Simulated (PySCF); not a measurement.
Me3Si(SMe), C₄H₁₂SSi.
Z-matrix (Å and degrees, PBE0-D3(BJ)/def2-SVP geometry), rows numbered from 1:
```
C 
S   1  1.8218
Si  2  2.1587  1  101.09
C   3  1.8793  2  110.11  1    58.74
C   3  1.8749  2  104.46  1   178.17
C   3  1.8798  2  110.25  1   -62.56
H   1  1.0992  2  111.59  3   -63.23
H   1  1.0993  2  111.68  3    59.89
H   1  1.0983  2  106.90  3   178.31
H   4  1.1024  3  110.57  2   177.71
H   4  1.1007  3  110.70  2    57.65
H   4  1.1012  3  111.49  2   -62.74
H   5  1.1017  3  110.54  2   179.29
H   5  1.1008  3  110.90  2   -60.72
H   5  1.1009  3  110.88  2    59.40
H   6  1.1012  3  111.56  2    62.62
H   6  1.1007  3  110.56  2   -57.67
H   6  1.1024  3  110.60  2  -177.68
```

The closed-shell ground state was solved at several levels (PySCF, density fitting, gas phase, non-relativistic).

```tsv
level	basis functions	total energy (Eh)	HOMO (eV)	LUMO (eV)	gap (eV)	dipole (D)
BHandHLYP/pcSseg-1	176	-847.2322	-7.62	1.60	9.22	1.93
B97-D/pcSseg-1	176	-847.2275	-5.29	0.04	5.33	1.84
PBE0/cc-pVDZ	152	-846.9373	-6.36	1.14	7.50	1.80
PBE0/aug-cc-pVDZ	254	-846.9532	-6.50	-0.25	6.25	1.80
CAM-B3LYP/pcSseg-1	176	-847.2660	-7.84	1.76	9.60	1.91
KT3/pcSseg-1	176	-855.0779	-5.41	-0.20	5.21	1.79
B3LYP/pcSseg-1	176	-847.3982	-6.29	0.55	6.84	1.85
KT2/pcSseg-1	176	-855.7705	-5.41	-0.26	5.15	1.81
mPW1PW91/pcSseg-1	176	-847.3476	-6.57	0.82	7.39	1.94
LC-wPBE/pcSseg-1	176	-847.0562	-9.25	3.07	12.32	2.04
PBE0/pcSseg-1	176	-846.8877	-6.54	0.81	7.35	1.94
B97-2/pcSseg-1	176	-847.3343	-6.30	0.80	7.10	1.93
```

Task: What might PBE0/pcSseg-0 (86 basis functions) give for the same quantities?

Result: Total energy -845.7719 Eh, HOMO -6.66 eV, LUMO 1.27 eV, gap 7.93 eV, dipole 2.31 D.

Task: Over all these levels, which gives the widest orbital gap and which the narrowest?

Result: LC-wPBE/pcSseg-1 (range-separated hybrid) has the widest, 12.32 eV, and KT2/pcSseg-1 (GGA) the narrowest, 5.15 eV. The two share the basis. From the narrowest to the widest the HOMO moves by -3.84 eV and the LUMO by +3.33 eV.

Task: How much does the basis alone move the frontier levels among the 4 PBE0 rows (the withheld one included)?

Result: The HOMO by 0.30 eV and the LUMO by 1.52 eV. By rising basis size (HOMO, LUMO in eV): pcSseg-0 -6.66, 1.27; cc-pVDZ -6.36, 1.14; pcSseg-1 -6.54, 0.81; aug-cc-pVDZ -6.50, -0.25.

Task: In the pcSseg-1 basis, how does the gap go with the fixed share of exact exchange?

Result: KT2 (0 %) 5.15 eV; KT3 (0 %) 5.21 eV; B97-D (0 %) 5.33 eV; B3LYP (20 %) 6.84 eV; B97-2 (21 %) 7.10 eV; PBE0 (25 %) 7.35 eV; mPW1PW91 (25 %) 7.39 eV; BHandHLYP (50 %) 9.22 eV. Each rise in the share widens the gap here.

Task: How far do the dipole and the HOMO energy spread over the levels?

Result: The dipole runs from 1.79 to 2.31 D (mean 1.92 D) and the HOMO from -9.25 to -5.29 eV.

The pairwise dispersion term of B97-D wasn't added to the energies; at a given geometry it leaves orbitals and properties as they are.
